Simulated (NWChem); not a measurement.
Molecule: C3H7NSi; SMILES N#C[C@H](C)[SiH3]

```xyz
12

C     -1.8025     0.1195     0.2085
C     -0.3998     0.1206    -0.4476
Si     0.6413    -1.4140     0.0594
C      0.3449     1.3368    -0.1298
N      0.9497     2.2894     0.1499
H     -2.3870     0.9867    -0.1151
H     -1.7273     0.1510     1.2999
H     -2.3487    -0.7865    -0.0729
H     -0.5130     0.0777    -1.5401
H      0.8296    -1.4154     1.5317
H      1.9573    -1.3850    -0.6251
H     -0.1109    -2.6305    -0.3486
```
Atoms are numbered in this order, from 1.

Structure relaxed at the B3LYP/6-31G* (spherical d) level.

Give the principal values of the shielding tensors (ppm) of C1, C2, Si3, C4, N5 from B3LYP/6-31G* (spherical d), GIAO (NWChem), with their diamagnetic and paramagnetic parts as GIAO splits them.


```json
[
 {"atom": "C1", "σ11": "162.5", "σ22": "168.9", "σ33": "191.2", "isotropic": "174.2", "diamagnetic": "249.7", "paramagnetic": "-75.6"},
 {"atom": "C2", "σ11": "170.2", "σ22": "181.8", "σ33": "194.9", "isotropic": "182.3", "diamagnetic": "252.1", "paramagnetic": "-69.8"},
 {"atom": "Si3", "σ11": "412.7", "σ22": "420.1", "σ33": "483.4", "isotropic": "438.7", "diamagnetic": "882.3", "paramagnetic": "-443.5"},
 {"atom": "C4", "σ11": "-26.7", "σ22": "-20.6", "σ33": "291.6", "isotropic": "81.5", "diamagnetic": "254.5", "paramagnetic": "-173.1"},
 {"atom": "N5", "σ11": "-153.8", "σ22": "-140.9", "σ33": "299.1", "isotropic": "1.5", "diamagnetic": "342.4", "paramagnetic": "-340.9"}
]
```
